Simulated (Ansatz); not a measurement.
`BC1=CC1F` → `BC1(F)C=C1`  (isomerisation)

Gas-phase electronic energies from Ansatz, PBE0-D4/def2-TZVP geometries. CCSD(T)/CBS is the MP2 limit (def2-TZVPP, def2-QZVPP) plus CCSD(T) − MP2 in def2-TZVPP, frozen cores. DFT in def2-TZVPP. B3LYP here is the variant with VWN-RPA as its local correlation; programs differ in this. HSE06 is defined as in plane-wave codes.

`BC1=CC1F`:

Cartesian coordinates in Å:
```
B -0.986 1.224 0.542
C -0.036 0.082 0.350
C 0.726 -0.964 0.555
C 0.657 -0.588 -0.820
F -0.100 -1.340 -1.691
H -0.609 2.245 1.035
H -2.105 1.127 0.138
H 1.021 -1.713 1.271
H 1.433 -0.073 -1.380
```

`BC1(F)C=C1`:

```xyz
9

B     0.243   -1.383    0.412
C    -0.306   -0.136   -0.281
F    -1.306   -0.362   -1.229
C     0.505    1.096   -0.545
C    -0.387    1.212    0.369
H     1.099   -1.235    1.232
H    -0.166   -2.473    0.147
H     1.269    1.496   -1.188
H    -0.951    1.785    1.084
```

Question: Is it downhill or uphill in electronic energy at CCSD(T)/CBS, and by how much? (Best estimate.)

Answer: Computed: Uphill: ΔE = +5.7 kcal/mol.

Question: What do these levels give: r2SCAN-D4, B3LYP-D4, BHLYP-D4, revPBE, B3LYP, r2SCANh, HSE06, LC-ωPBE, HF/def2-SVP, CCSD(T)/def2-SVP, SCS-MP2/def2-TZVPP, MP2/def2-QZVPP? (Estimate.)

Answer: The calculation gave: r2SCAN-D4 8.1, B3LYP-D4 7.3, BHLYP-D4 6.7, revPBE 8.6, B3LYP 7.6, r2SCANh 7.8, HSE06 7.7, LC-ωPBE 6.1, HF/def2-SVP 6.6, CCSD(T)/def2-SVP 6.3, SCS-MP2/def2-TZVPP 6.1, MP2/def2-QZVPP 6.2 kcal/mol.

Largest T1 diagnostic among the species: 0.013.

Leaving LDA and LC-ωPBE aside and taking each functional with its dispersion term where it has one, the values, not all of them listed here, spread over 2.5 kcal/mol, from ωB97M-V to B97M-V. From BLYP to BHLYP (50 % exact exchange), in def2-TZVPP and without D4, ΔE moves by −1.3 kcal/mol.
